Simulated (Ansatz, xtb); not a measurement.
**Two isomers of C3H6N2Si**

We compare I, `[SiH3]c1ccn[nH]1`, a singlet, with II, `[SiH3]c1cn[nH]c1`, a singlet. Both are isolated molecules in the gas phase, relaxed with PBE0-D3(BJ)/def2-SVP.

I (Å):

```xyz
12

C     1.1376   -1.4941   -1.4894
C     2.2375   -1.3196   -2.3235
C     2.9950   -2.4997   -2.1839
N     2.4215   -3.3443   -1.3351
N     1.3223   -2.7258   -0.9370
Si   -0.3251   -0.3980   -1.1107
H     0.1155    0.8981   -0.5165
H    -1.1865   -1.1230   -0.1261
H    -1.1189   -0.1166   -2.3428
H     2.4559   -0.4541   -2.9453
H     3.9341   -2.7677   -2.6669
H     0.7119   -3.1871   -0.2737
```

II (Å):

```xyz
12

C     1.1802   -1.4375   -1.4806
C     2.4914   -0.8947   -1.5870
C     1.3795   -2.7825   -1.7652
N     3.3934   -1.8098   -1.9021
N     2.6984   -2.9390   -2.0038
Si   -0.3967   -0.5434   -1.0656
H    -0.0732    0.8927   -0.8132
H    -1.0467   -1.1130    0.1552
H    -1.3876   -0.6234   -2.1834
H     2.7987    0.1410   -1.4408
H     3.1803   -3.7966   -2.2425
H     0.6876   -3.6218   -1.8129
```

Quicker runs give these differences E(II) − E(I): GFN2-xTB +0.86 kcal/mol; HF/STO-3G +0.62 kcal/mol (at GFN2-xTB geometries); r2SCAN-D4/def2-SVP −0.37 kcal/mol (at GFN2-xTB geometries).

Question: Estimate E(II) − E(I) at the level CCSD(T)/def2-SVP + ΔMP2/def2-TZVPP.

Answer: Too close to call at this level: CCSD(T)/def2-SVP + ΔMP2/def2-TZVPP gives E(II) − E(I) = −0.71 kcal/mol.

The same difference at several levels:

| level | geometry | E(II) − E(I) (kcal/mol) | departure from the last row (kcal/mol) | job, with rough time for the two |
| --- | --- | --- | --- | --- |
| GFN2-xTB | GFN2-xTB | +0.86 | +1.57 | optimisation, 0.11 s |
| HF/STO-3G | GFN2-xTB | +0.62 | +1.32 | single point, 0.32 s |
| r2SCAN-D4/def2-SVP | GFN2-xTB | −0.37 | +0.33 | single point, 2.6 s |
| PBE0-D3(BJ)/def2-SVP | PBE0-D3(BJ)/def2-SVP | −0.65 | +0.06 | optimisation, 22 s |
| HF/def2-SVP | PBE0-D3(BJ)/def2-SVP | −1.79 | −1.08 | part of the CCSD(T) run |
| MP2/def2-SVP | PBE0-D3(BJ)/def2-SVP | −0.55 | +0.16 | part of the CCSD(T) run |
| CCSD(T)/def2-SVP | PBE0-D3(BJ)/def2-SVP | −0.99 | −0.28 | single point |
| CCSD(T)/def2-SVP + ΔMP2/def2-TZVPP | PBE0-D3(BJ)/def2-SVP | −0.71 |  | single point, 23 s |

As drawn, both hold the same kinds of bond in the same numbers.

The largest departure from CCSD(T)/def2-SVP + ΔMP2/def2-TZVPP is that of GFN2-xTB, 1.57 kcal/mol. A small imaginary or near-zero mode remains, so no thermal terms are given. The last row adds to CCSD(T) the change of the MP2 difference between the two basis sets, here +0.28 kcal/mol.

The correlated steps freeze 10 core orbitals. Programs: Ansatz 0.2.0, xtb 6.7.1; the last row on 2 threads of Intel(R) Xeon(R) 6975P-C (Granite Rapids) on a shared host.
